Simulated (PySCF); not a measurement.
CH3AlF2 (SMILES [CH3][Al]([F])[F]), singlet, geometry from GFN2-xTB (such geometries of metal compounds can be far from the true shape), atoms displaced at random by about 0.03 Å a coordinate; HF/6-31G, gradient by finite differences in PySCF.

PySCF was given this input:
```python
from pyscf import gto, scf

mol = gto.M(
    atom='''
Al    0.066075    0.076298    0.043659
C    -1.562802   -1.131544   -0.088060
H    -1.262685   -2.030340   -0.705532
H    -2.384279   -0.598381   -0.453023
H    -1.791572   -1.575743    0.880129
F     0.032581    1.651822   -0.484396
F     1.524754   -0.432068    0.577296
''',
    basis='6-31g',
    charge=0,
    spin=0,
    verbose=4,
)

mf = scf.RHF(mol)
mf.conv_tol = 1e-11
mf.kernel()
scan, done = mf.as_scanner(), []
scan.scf_summary = {}
def energy(d):
    c = mol.atom_coords()
    c[2, 0] += d
    e = scan(mol.set_geom_(c, unit='Bohr', inplace=False))
    done.append(scan.converged)
    return e
h = 0.01
fd = (energy(h) - energy(-h)) / (2 * h)
print('dE/dx =', fd)
```

Problem. What does PySCF print? Leave out banner, timings and long lists.

Solution. 
```
PySCF version 2.14.0

[INPUT] verbose = 4
[INPUT] num. atoms = 7
[INPUT] num. electrons = 40
[INPUT] charge = 0
[INPUT] spin (= nelec alpha-beta = 2S) = 0
[INPUT] symmetry False subgroup None
[INPUT] Mole.unit = angstrom
[INPUT] Symbol           X                Y                Z      unit          X                Y                Z       unit  Magmom
[...]
nuclear repulsion = 153.922909711929
number of shells = 28
number of NR pGTOs = 124
number of NR cGTOs = 46
basis = 6-31g
ecp = {}

******** <class 'pyscf.scf.hf.RHF'> ********
method = RHF
initial guess = minao
damping factor = 0
level_shift factor = 0
DIIS = <class 'pyscf.scf.diis.CDIIS'>
diis_start_cycle = 1
diis_space = 8
diis_damp = 0
SCF conv_tol = 1e-11
SCF conv_tol_grad = None
SCF max_cycles = 50
direct_scf = True
direct_scf_tol = 1e-13
Set gradient conv threshold to 3.16228e-06
Initial guess from minao.
init E= -480.330018192117
[...]
cycle= 1 E= -480.370119938499  delta_E= -0.0401  |g|= 0.691  |ddm|= 2.03
[...]
cycle= 2 E= -480.436765621005  delta_E= -0.0666  |g|= 0.449  |ddm|= 0.791
[...]
cycle= 3 E= -480.467990793771  delta_E= -0.0312  |g|= 0.0297  |ddm|= 0.252
[...]
cycle= 4 E= -480.4686085659  delta_E= -0.000618  |g|= 0.00494  |ddm|= 0.0694
[...]
cycle= 5 E= -480.468631820294  delta_E= -2.33e-05  |g|= 0.00191  |ddm|= 0.0143
[...]
cycle= 6 E= -480.468633724833  delta_E= -1.9e-06  |g|= 0.000667  |ddm|= 0.00307
[...]
cycle= 7 E= -480.468634049951  delta_E= -3.25e-07  |g|= 0.00015  |ddm|= 0.00159
[...]
cycle= 8 E= -480.468634059157  delta_E= -9.21e-09  |g|= 6.07e-05  |ddm|= 0.000228
[...]
cycle= 9 E= -480.468634060257  delta_E= -1.1e-09  |g|= 8.76e-06  |ddm|= 6.88e-05
[...]
cycle= 10 E= -480.468634060306  delta_E= -4.95e-11  |g|= 1.71e-06  |ddm|= 1.97e-05
[...]
cycle= 11 E= -480.468634060308  delta_E= -1.59e-12  |g|= 3.51e-07  |ddm|= 3.97e-06
[...]
Extra cycle  E= -480.468634060308  delta_E= -1.14e-13  |g|= 1.63e-07  |ddm|= 4.61e-07
converged SCF energy = -480.468634060308
Create scanner for <class 'pyscf.scf.hf.RHF'>

WARN: Mole.unit (angstrom) is changed to Bohr

New geometry
   1 Al     0.066075000000   0.076298000000   0.043659000000 AA    0.124863653681   0.144182323852   0.082503552872 Bohr
   2 C     -1.562802000000  -1.131544000000  -0.088060000000 AA   -2.953267766923  -2.138308257895  -0.166409282529 Bohr
   3 H     -1.257393227891  -2.030340000000  -0.705532000000 AA   -2.376128831596  -3.836786539749  -1.333262252117 Bohr
[...]
[...]
cycle= 4 E= -480.468496645809  delta_E= -1.4e-09  |g|= 1.34e-05  |ddm|= 9.18e-05
[...]
cycle= 5 E= -480.468496645947  delta_E= -1.38e-10  |g|= 3.79e-06  |ddm|= 3.81e-05
[...]
cycle= 6 E= -480.468496645956  delta_E= -8.64e-12  |g|= 1.46e-06  |ddm|= 5.57e-06
[...]
Extra cycle  E= -480.468496645956  delta_E= -2.27e-13  |g|= 7.63e-07  |ddm|= 1.94e-06
converged SCF energy = -480.468496645956

WARN: Mole.unit (angstrom) is changed to Bohr

New geometry
   1 Al     0.066075000000   0.076298000000   0.043659000000 AA    0.124863653681   0.144182323852   0.082503552872 Bohr
   2 C     -1.562802000000  -1.131544000000  -0.088060000000 AA   -2.953267766923  -2.138308257895  -0.166409282529 Bohr
   3 H     -1.267976772109  -2.030340000000  -0.705532000000 AA   -2.396128831596  -3.836786539749  -1.333262252117 Bohr
   4 H     -2.384279000000  -0.598381000000  -0.453023000000 AA   -4.505634314552  -1.130776208143  -0.856089398129 Bohr
   5 H     -1.791572000000  -1.575743000000   0.880129000000 AA   -3.385580412439  -2.977722712701   1.663202764287 Bohr
   6 F      0.032581000000   1.651822000000  -0.484396000000 AA    0.061569166864   3.121491186531  -0.915375775835 Bohr
   7 F      1.524754000000  -0.432068000000   0.577296000000 AA    2.881367467335  -0.816490187189   1.090931332807 Bohr

******** <class 'pyscf.scf.hf.RHF_Scanner'> ********
method = RHF_Scanner
initial guess = minao
damping factor = 0
level_shift factor = 0
DIIS = <class 'pyscf.scf.diis.CDIIS'>
diis_start_cycle = 1
diis_space = 8
diis_damp = 0
SCF conv_tol = 1e-11
SCF conv_tol_grad = None
SCF max_cycles = 50
direct_scf = True
direct_scf_tol = 1e-13
Set gradient conv threshold to 3.16228e-06
init E= -480.469689406298
[...]
cycle= 1 E= -480.468764020989  delta_E= 0.000925  |g|= 0.000903  |ddm|= 0.00526
[...]
cycle= 2 E= -480.46876447083  delta_E= -4.5e-07  |g|= 0.000293  |ddm|= 0.00142
[...]
cycle= 3 E= -480.468764529584  delta_E= -5.88e-08  |g|= 0.000104  |ddm|= 0.000662
[...]
cycle= 4 E= -480.46876453492  delta_E= -5.34e-09  |g|= 2.68e-05  |ddm|= 0.00018
[...]
cycle= 5 E= -480.468764535467  delta_E= -5.47e-10  |g|= 7.43e-06  |ddm|= 7.54e-05
[...]
cycle= 6 E= -480.468764535496  delta_E= -2.84e-11  |g|= 2.91e-06  |ddm|= 1.11e-05
[...]
cycle= 7 E= -480.4687645355  delta_E= -3.87e-12  |g|= 5.35e-07  |ddm|= 5.43e-06
[...]
Extra cycle  E= -480.468764535499  delta_E= 3.41e-13  |g|= 2.36e-07  |ddm|= 1.04e-06
converged SCF energy = -480.468764535499
dE/dx = 0.01339447716190989
```
